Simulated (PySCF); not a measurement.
Br$_{4}$Si, SMILES `Br[Si](Br)(Br)Br`, neutral singlet in the gas phase. 

Z-matrix (Å, degrees):
```
Si
Br 1 2.1937
Br 1 2.1937 2 109.47
Br 1 2.1937 2 109.47 3 120.00
Br 1 2.1937 2 109.47 3 -120.00
```
Charge 0, spin multiplicity 1.

All levels are single points at this geometry (PBE0-D4/def2-TZVP); Pople sets use spherical d functions. Orbital energies aren't observables, and empty levels follow the basis.

| level | HOMO (eV) | LUMO (eV) | gap (eV) | dipole (D) | vertical IE, Delta-SCF (eV) |
|---|---|---|---|---|---|
| B3LYP-D3(BJ)/def2-TZVP in PySCF | -8.41 | -1.89 | 6.52 | 0.00 | 10.33 |
| PBE0-D4/def2-TZVP in PySCF | -8.69 | -1.64 | 7.05 | 0.00 | 10.46 |
| B3LYP/6-31G* in PySCF | -8.42 | -2.03 | 6.39 | 0.00 | 10.38 |
| B3LYP/LANL2DZ in PySCF | -8.70 | -2.45 | 6.25 | 0.00 | – |
| PBE/6-31G* in PySCF | -7.41 | -2.65 | 4.76 | 0.00 | – |
| HF/3-21G in PySCF | -11.74 | 1.67 | 13.42 | 0.00 | – |
